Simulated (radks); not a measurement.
Task: Species: the lutetium ion Lu2+. Configuration: [Xe] 4f14 5d0.5 6s0.5 (fractional occupations, a model configuration). Method: Dirac Kohn-Sham, LDA (Slater exchange, Perdew-Wang correlation), spin-unpolarised, spherical densities, finite nucleus; open shells fill j = l - 1/2 first; Fermi nuclear charge, rms radius 5.37 fm; computed with a radial shooting solver on a logarithmic mesh with Libxc functionals. Some entries of the table are withheld. Estimate them.

| orbital | occ. | eigenvalue (Ry) | r(max) (bohr) |
|---|---|---|---|
| 1s1/2 | 2 | -4638.120 | 0.01214 |
| 2s1/2 | 2 | -790.1419 | 0.06955 |
| 2p1/2 | 2 | -754.6209 | 0.05193 |
| 2p3/2 | 4 | -672.5796 | 0.05846 |
| 3s1/2 | 2 | -179.9231 | 0.1962 |
| 3p1/2 | 2 | -164.1398 | 0.1839 |
| 3p3/2 | 4 | -146.6464 | 0.1975 |
| 3d3/2 | 4 | -119.7014 | 0.1551 |
| 3d5/2 | 6 | -115.8784 | 0.1589 |
| 4s1/2 | 2 | -36.70940 | 0.4467 |
| 4p1/2 | 2 | -30.27885 | 0.4474 |
| 4p3/2 | 4 | -26.28278 | 0.4763 |
| 4d3/2 | 4 | -15.67674 | 0.4757 |
| 4d5/2 | 6 | -14.94718 | 0.4851 |
| 5s1/2 | 2 | -5.66797 | 1.043 |
| 5p1/2 | 2 | (1) | 1.132 |
| 5p3/2 | 4 | (2) | 1.222 |
| 4f5/2 | 6 | -1.95985 | 0.4651 |
| 4f7/2 | 8 | -1.84749 | 0.4705 |
| 6s1/2 | 0.5 | -1.27032 | 2.743 |
| 5d3/2 | 0.5 | -1.21089 | (3) |
| 5d5/2 | 0 | -1.17456 | (4) |

Result: 
(1) 5p1/2 eigenvalue (Ry): -3.87816
(2) 5p3/2 eigenvalue (Ry): -3.36186
(3) 5d3/2 r(max) (bohr): 1.700
(4) 5d5/2 r(max) (bohr): 1.751
